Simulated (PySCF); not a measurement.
C2H4ClNOSi, SMILES C[Si@@H](Cl)OC#N. Atoms are numbered in the order given.

```xyz
10

C     -1.6663     0.0586     1.1526
Si    -0.3114    -0.8065     0.2444
Cl    -0.5355    -0.5927    -1.7834
O      1.1861    -0.0855     0.6741
C      1.4116     1.1723     0.7325
N      1.6332     2.3105     0.8001
H     -1.5304    -0.0493     2.2398
H     -2.6456    -0.3597     0.8754
H     -1.6643     1.1312     0.9036
H     -0.0898    -2.2293     0.5726
```
Charge 0, spin multiplicity 1.

The structure is a stationary point at PBE0-D3(BJ)/def2-SVP. The structure was generated by enumeration; whether it is a known compound was not checked. One conformer was computed; it need not be the lowest.

Two levels are set side by side: PBE/pcSseg-1 (PySCF) and HF/pcSseg-1 (PySCF). GIAO shifts against H2O (¹⁷O), HCl (³⁵Cl), NH3 (¹⁵N), TMS (²⁹Si), TMS (¹H), TMS (¹³C) at the same level; non-relativistic, no solvent, atoms listed together averaged. Without spin–orbit terms, shifts of atoms bonded to Cl or Br come out too high at both levels. Differences are taken from unrounded values.

| quantity | HF | PBE | PBE minus HF |
|---|---|---|---|
| δ(¹³C) of C1 (ppm) | 1.9 | 3.9 | 2.0 |
| δ(²⁹Si) of Si2 (ppm) | 14.6 | 28.7 | 14.1 |
| δ(³⁵Cl) of Cl3 (ppm) | 13.2 | 89.3 | 76.2 |
| δ(¹⁷O) of O4 (ppm) | 50.2 | 95.0 | 44.8 |
| δ(¹³C) of C5 (ppm) | 120.8 | 110.7 | -10.1 |
| δ(¹⁵N) of N6 (ppm) | 193.6 | 192.2 | -1.5 |
| δ(¹H) of H10 (ppm) | 5.03 | 5.69 | 0.66 |

Rough cost on one machine, each run with all the roots and properties that it gave: HF against PBE within a factor of 2.
